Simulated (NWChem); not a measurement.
# Si$_{2}$H$_{3}$ cation, singlet

```xyz
5

Si     0.0000     0.0000     1.3326
Si     0.0000     0.0000    -1.0754
H      1.2090    -0.7927    -1.4497
H      0.0820     1.4434    -1.4497
H     -1.2910    -0.6507    -1.4497
```
Atoms are numbered in this order, from 1.

Low-valent species are run as closed-shell singlets; no triplet was tried in these runs. Coordinates come from a PBE0/def2-SVP optimisation.

List the 6 lowest vertical singlet excitations from PBE/def2-SVPD, full TDDFT (NWChem).


```tsv
state	energy (eV)	oscillator strength	leading excitation (squared amplitude)
S1	1.76	0.001	HOMO → LUMO (1.01)
S2	1.76	0.001	HOMO → LUMO+1 (1.01)
S3	3.56	0.000	HOMO−1 → LUMO (0.36)
S4	3.72	0.003	HOMO−2 → LUMO (0.50)
S5	3.72	0.003	HOMO−2 → LUMO+1 (0.50)
S6	4.27	0.070	HOMO−2 → LUMO (0.34)
```
